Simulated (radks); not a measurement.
Problem. These are the eigenvalues of the occupied orbitals of an atom or ion with whole-number occupations (eV). Calculated with a radial shooting solver on a logarithmic mesh with Libxc functionals: Dirac Kohn-Sham, LDA (Slater exchange, Perdew-Wang correlation), spin-unpolarised, spherical densities, finite nucleus; Fermi nuclear charge, rms radius of each element as measured or else 0.836 A^(1/3) + 0.57 fm.

| orbital | eigenvalue |
|---|---|
| 1s1/2 | -63137.36 |
| 2s1/2 | -10783.59 |
| 2p1/2 | -10300.17 |
| 2p3/2 | -9184.011 |
| 3s1/2 | -2481.860 |
| 3p1/2 | -2267.074 |
| 3p3/2 | -2029.104 |
| 3d3/2 | -1662.416 |
| 3d5/2 | -1610.417 |
| 4s1/2 | -532.9215 |
| 4p1/2 | -445.3755 |
| 4p3/2 | -390.8388 |
| 4d3/2 | -246.3736 |
| 4d5/2 | -236.3829 |
| 5s1/2 | -105.7958 |
| 5p1/2 | -80.4832 |
| 5p3/2 | -72.6943 |
| 4f5/2 | -58.7161 |
| 4f7/2 | -57.1016 |

Which element is it, and in what charge state? The configuration may be excited. Open shells, if any, fill j = l - 1/2 first.

Solution. Z = 71, lutetium, charge +4: Lu4+ in [Xe] 4f13. The list shows which subshells hold electrons but not how many an open one holds; the 1s level, -2320.3 hartree, gives Z - s = 68.1 by -(Z - s)^2/2, which with screening and relativity narrows Z to a few neighbours, and the depths of the outer levels then fix element, charge and occupations together.
